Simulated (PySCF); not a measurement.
Cl2 (SMILES ClCl), singlet, geometry from GFN2-xTB; R2SCAN/6-31G* run with PySCF.

Input for PySCF:
```python
from pyscf import gto, scf, dft

mol = gto.Mole()
mol.atom = '''
    Cl   -0.000000   -0.000000   -1.008426
    Cl    0.000000    0.000000    1.008426
'''
mol.basis = '6-31g*'
mol.charge = 0
mol.spin = 0
mol.verbose = 4
mol.build()

mf = dft.RKS(mol)
mf.xc = 'r2scan'
mf.kernel()
```

What the program printed (banner, timings and long lists left out):

```
PySCF version 2.14.0

[INPUT] verbose = 4
[INPUT] num. atoms = 2
[INPUT] num. electrons = 34
[INPUT] charge = 0
[INPUT] spin (= nelec alpha-beta = 2S) = 0
[INPUT] symmetry False subgroup None
[INPUT] Mole.unit = angstrom
[INPUT] Symbol           X                Y                Z      unit          X                Y                Z       unit  Magmom
[INPUT]  1 Cl     0.000000000000   0.000000000000  -1.008426000000 AA    0.000000000000   0.000000000000  -1.905648956891 Bohr   0.0
[INPUT]  2 Cl     0.000000000000   0.000000000000   1.008426000000 AA    0.000000000000   0.000000000000   1.905648956891 Bohr   0.0

nuclear repulsion = 75.8271870994401
number of shells = 16
number of NR pGTOs = 102
number of NR cGTOs = 36
basis = 6-31g*
ecp = {}

******** <class 'pyscf.dft.rks.RKS'> ********
method = RKS
initial guess = minao
damping factor = 0
level_shift factor = 0
DIIS = <class 'pyscf.scf.diis.CDIIS'>
diis_start_cycle = 1
diis_space = 8
diis_damp = 0
SCF conv_tol = 1e-09
SCF conv_tol_grad = None
SCF max_cycles = 50
direct_scf = True
direct_scf_tol = 1e-13
XC library pyscf.dft.libxc version 7.1.2
    S. Lehtola, C. Steigemann, M. J. T. Oliveira, and M. A. L. Marques,  SoftwareX 7, 1–5 (2018)
XC functionals = r2scan
    J. W. Furness, A. D. Kaplan, J. Ning, J. P. Perdew, and J. Sun,  J. Phys. Chem. Lett. 11, 8208–8215 (2020)
    J. W. Furness, A. D. Kaplan, J. Ning, J. P. Perdew, and J. Sun,  J. Phys. Chem. Lett. 11, 9248–9248 (2020)
    J. W. Furness, A. D. Kaplan, J. Ning, J. P. Perdew, and J. Sun,  J. Phys. Chem. Lett. 11, 8208–8215 (2020)
    J. W. Furness, A. D. Kaplan, J. Ning, J. P. Perdew, and J. Sun,  J. Phys. Chem. Lett. 11, 9248–9248 (2020)
radial grids:
    Treutler-Ahlrichs [JCP 102, 346 (1995); DOI:10.1063/1.469408] (M4) radial grids

becke partition: Becke, JCP 88, 2547 (1988); DOI:10.1063/1.454033
pruning grids: <function nwchem_prune>
grids dens level: 3
symmetrized grids: False
atomic radii adjust function: <function treutler_atomic_radii_adjust>
small_rho_cutoff = 0
Set gradient conv threshold to 3.16228e-05
Initial guess from minao.
tot grids = 37760
init E= -920.395720548244
  HOMO = -0.304862153067025  LUMO = -0.166902257174942  gap/eV = 3.75408
cycle= 1 E= -920.2489868743  delta_E= 0.147  |g|= 0.11  |ddm|= 1.67
  HOMO = -0.27905546203872  LUMO = -0.162269615864902  gap/eV = 3.17790
cycle= 2 E= -920.2510369965  delta_E= -0.00205  |g|= 0.0709  |ddm|= 0.163
  HOMO = -0.28107796937783  LUMO = -0.162621443659076  gap/eV = 3.22337
cycle= 3 E= -920.252286971164  delta_E= -0.00125  |g|= 0.0145  |ddm|= 0.0717
  HOMO = -0.283940388130566  LUMO = -0.165207699607657  gap/eV = 3.23088
cycle= 4 E= -920.25234334053  delta_E= -5.64e-05  |g|= 0.00283  |ddm|= 0.019
  HOMO = -0.283196326497632  LUMO = -0.164351454955986  gap/eV = 3.23393
cycle= 5 E= -920.252345735652  delta_E= -2.4e-06  |g|= 4.79e-05  |ddm|= 0.00495
  HOMO = -0.283207368961257  LUMO = -0.164365603493641  gap/eV = 3.23385
cycle= 6 E= -920.25234573639  delta_E= -7.37e-10  |g|= 2.71e-06  |ddm|= 7.92e-05
  HOMO = -0.283205967460696  LUMO = -0.164364004889107  gap/eV = 3.23385
Extra cycle  E= -920.252345736392  delta_E= -1.93e-12  |g|= 2.09e-06  |ddm|= 8.4e-06
converged SCF energy = -920.252345736392
```
